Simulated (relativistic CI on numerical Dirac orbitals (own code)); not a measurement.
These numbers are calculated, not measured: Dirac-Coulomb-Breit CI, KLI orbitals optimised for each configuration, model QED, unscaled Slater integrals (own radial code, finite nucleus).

Configuration list (outside the closed core [Ne]): 3s²3p⁶3d², 3s²3p⁵3d³, 3s3p⁶3d³, 3s²3p⁶3d4s, 3s²3p⁶3d4p, 3s²3p⁶3d4d, 3s²3p⁵3d²4s, 3s²3p⁶3d4f, 3s²3p⁵3d²4p, 3s²3p⁵3d²4d, 3s3p⁶3d²4s, 3p⁶3d³4p, 3s²3p⁶4s², 3s3p⁶3d²4p, 3s²3p⁶4s4p, 3s²3p⁶3d5s, 3s²3p⁶3d5d, 3s²3p⁶3d5g, 3p⁶3d⁴, 3p⁵3d⁵, 3p⁵3d⁴4s, 3p⁶3d³4s, 3p⁵3d³4s², 3s²3p⁶4p², 3s²3p⁵4s4p², 3s²3p⁶4s4d, 3s²3p⁵4s²4d, 3s3p⁶3d4s², 3s3p⁶4s²4p, 3s3p⁶4s²4d. Double excitations out of closed p, d and f shells are left out; levels of such configurations are missing from the list, as are those of other unlisted configurations, and high levels can miss mixing partners. These lack a partner that the ground configuration has and come out too high: 3s²3p⁵3d²4p, 3s²3p⁵3d²4d.

At this charge energies of transitions that change n are usually good to better than 1 %, and those within a shell (Δn = 0) to a few per cent.

Outline of the computed level scheme of Ir LVIII. Lowest level of each configuration: 3s²3p⁶3d² ³F2 at 0.000 eV; 3s²3p⁵3d³ ³D°2 at 287.386 eV.

Some strong electric-dipole decays among the lowest 45 levels: 3s²3p⁵3d³ ³D°1 → 3s²3p⁶3d² ³P0 (1.4e+12 s⁻¹); 3s²3p⁵3d³ ³F°2 → 3s²3p⁶3d² ³F2 (1.3e+12 s⁻¹); 3s²3p⁵3d³ ³D°1 → 3s²3p⁶3d² ³F2 (1.1e+12 s⁻¹); 3s²3p⁵3d³ ³G°3 → 3s²3p⁶3d² ³F2 (1.0e+12 s⁻¹); 3s²3p⁵3d³ ³D°3 → 3s²3p⁶3d² ³F2 (5.2e+11 s⁻¹); 3s²3p⁵3d³ ³D°1 → 3s²3p⁶3d² ³F2 (3.5e+11 s⁻¹); 3s²3p⁵3d³ ³P°2 → 3s²3p⁶3d² ³F2 (1.1e+11 s⁻¹); 3s²3p⁵3d³ ³D°2 → 3s²3p⁶3d² ³P1 (7.2e+10 s⁻¹).

LS names give the leading component of a level, which can be under half, so a name can repeat, a term be missing and a line seem to break the LS rules.
